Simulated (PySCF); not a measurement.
Compound: CH₉ClSi₄.
Numbering: `[Cl:1][CH2:2][SiH:3]1[SiH2:4][SiH2:5][SiH2:6]1` (hydrogens: H7, H8 on C2; H9 on Si3; H10, H11 on Si4; H12, H13 on Si5; H14, H15 on Si6)

Computed with PySCF, PBE0-D3(BJ)/def2-SVP geometry optimisation, gas phase.

(1) List the bond lengths, angles and torsions at this level.

Answers

(1) 
```json
{"bond": "Cl1–C2", "length (Å)": "1.797", "order": "single"}
{"bond": "C2–Si3", "length (Å)": "1.904", "order": "single"}
{"bond": "Si3–Si4, Si3–Si6", "length (Å)": "2.366", "order": "single"}
{"bond": "Si4–Si5, Si5–Si6", "length (Å)": "2.368", "order": "single"}
{"bond": "C2–H7, C2–H8", "length (Å)": "1.099", "order": "single"}
{"bond": "Si3–H9", "length (Å)": "1.498", "order": "single"}
{"bond": "Si4–H10, Si6–H15", "length (Å)": "1.499", "order": "single"}
{"bond": "Si4–H11, Si6–H14", "length (Å)": "1.495", "order": "single"}
{"bond": "Si5–H12", "length (Å)": "1.498", "order": "single"}
{"bond": "Si5–H13", "length (Å)": "1.493", "order": "single"}
```

Bonds in one row agree within 0.01 Å and their mean is given. Orders are formal, as drawn. A selection of angles:
```json
{"angle": "Cl1–C2–Si3", "degrees": "107.3"}
{"angle": "Cl1–C2–H7", "degrees": "107.6"}
{"angle": "Si3–C2–H7", "degrees": "112.9"}
{"angle": "H7–C2–H8", "degrees": "108.6"}
{"angle": "C2–Si3–Si4", "degrees": "108.1"}
{"angle": "C2–Si3–H9", "degrees": "109.2"}
{"angle": "Si4–Si3–Si6", "degrees": "88.4"}
{"angle": "Si4–Si3–H9", "degrees": "120.6"}
{"angle": "Si3–Si4–Si5", "degrees": "89.3"}
{"angle": "Si3–Si4–H10", "degrees": "110.3"}
{"angle": "Si3–Si4–H11", "degrees": "117.7"}
{"angle": "Si5–Si4–H10", "degrees": "109.3"}
{"angle": "Si5–Si4–H11", "degrees": "119.8"}
{"angle": "H10–Si4–H11", "degrees": "109.1"}
{"angle": "Si4–Si5–Si6", "degrees": "88.3"}
{"angle": "Si4–Si5–H12", "degrees": "114.5"}
{"angle": "Si4–Si5–H13", "degrees": "114.6"}
{"angle": "H12–Si5–H13", "degrees": "109.2"}
```

Dihedral angles: Cl1–C2–Si3–Si4 -47° (synclinal); C2–Si3–Si4–Si5 92° (anticlinal); Si3–Si4–Si5–Si6 16° (synperiplanar); Si4–Si5–Si6–Si3 -16° (synperiplanar); C2–Si3–Si6–Si5 -92° (anticlinal).

The 4-membered ring Si3–Si4–Si5–Si6 has internal angles of 88.3° to 89.3°; it is puckered, 0.17 Å rms from its mean plane, widest ring torsion 16°. All 4 Si–Si bonds measure 2.366 to 2.368 Å. Si5 (SiH2 silicon) has angles from 88.3° to 114.6°. Si4 (SiH2 silicon) has angles from 89.3° to 119.8°. Of the pairs four or more bonds apart, Cl1···Si5 is among the closest relative to their van der Waals radii: 3.57 Å, 93 % of the sum of Bondi's values. Si3 (SiH silicon) has angles from 88.4° to 120.7°.

Point group: Cs (tolerance 0.08 Å). Stationary, but not proved a minimum. One conformer, not necessarily the lowest.
